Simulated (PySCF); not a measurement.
## Exercise with solution: oscillator strength and radiative lifetime

Si(Me)3(OH) (C3H10OSi), SMILES C[Si](C)(C)O.

Geometry optimised at r2SCAN-D4/def2-SVP. The isomer is the one that the SMILES or the coordinates give; other isomers of the formula were not compared. The values are those of a single conformer.

PySCF 2.14.0 with TDA-LC-ωPBE/def2-SVPD puts the first singlet state with f over 0.02 at 7.84 eV (vertical), with the transition dipole (0.000, 0.000, -0.495) in atomic units.

Task: Find the oscillator strength, the wavelength and the radiative lifetime that this transition would have in vacuum if emission retraced absorption.

Result: 
|μ|² = 0.2450 au, so |μ| = 1.26 D. ΔE = 7.84/27.211 = 0.2881 hartree. f = (2/3) ΔE |μ|² = 0.047 (the program prints 0.047).
λ = 1239.84/7.84 = 158 nm; ν = 63234 cm⁻¹.
Einstein's coefficient A = 0.6670 ν² f s⁻¹ (ν in cm⁻¹) = 1.3e8 s⁻¹, so τ = 1/A = 8.0 ns. This state is S1. The figure is the radiative limit of this one transition; relaxation, internal conversion, crossing to triplets and a medium change what is measured.
